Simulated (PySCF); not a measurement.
C4H6ClF. Atoms are numbered in the order given.

```xyz
12

F      1.6742    -0.5309     0.0000
C      0.4100    -0.0640     0.0000
Cl    -0.7055    -1.4687     0.0000
C      0.0416     0.9521    -1.0801
C     -0.7502     1.7186     0.0000
C      0.0416     0.9521     1.0801
H      0.9530     1.4908    -1.3809
H     -0.4801     0.5790    -1.9710
H     -0.6649     2.8134     0.0000
H     -1.8133     1.4408     0.0000
H     -0.4801     0.5790     1.9710
H      0.9530     1.4908     1.3809
```
Charge 0, spin multiplicity 1.

Geometry optimised at PBE0-D3(BJ)/def2-SVP.

Method: PBE/def2-TZVP (PySCF).

Isolated molecule, no solvent.

### Question
Estimate the frontier levels, gap, dipole moment and polarisability. (An estimate is asked for; the answer gives what the named calculation found.)

### Answer

- highest occupied level: -6.99 eV
- lowest empty level: -0.60 eV
- orbital gap: 6.40 eV
- dipole moment: 0.484 e·Å
- quadrupole, principal values (traceless, Buckingham form, about the centre of nuclear charge): -2.86, 0.85, 2.01 D·Å
- mean static polarisability: 59.5 bohr³ (8.81 Å³)
- polarisability, principal values: 55.2, 56.0, 67.2 bohr³
